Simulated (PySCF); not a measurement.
**Electron correlation in As (arsenic, neutral)**

[Ar] 3d10 4s1 4p3 4d1, high-spin 6D determinant (an excited configuration). Calculation: PySCF 2.14, in aug-cc-pwCVDZ-PP with ECP10MDF; a scalar-relativistic core potential. Frozen: 3s2 3p6 3d10; 5 electrons correlated.

MP2 pair energies summed by pair of shells (mhartree):

| pair | energy | share (%) |
| --- | --- | --- |
| 4p-4p | -11.20 | 66.7 |
| 4p-4d | -2.56 | 15.2 |
| 4s-4p | -2.48 | 14.8 |
| 4s-4d | -0.56 | 3.3 |

Total MP2 correlation energy: -16.80 mhartree.

Same-spin part -16.80 and opposite-spin part 0.00 mhartree; SCS-MP2 scales them by 1/3 and 6/5 to -5.60 mhartree.
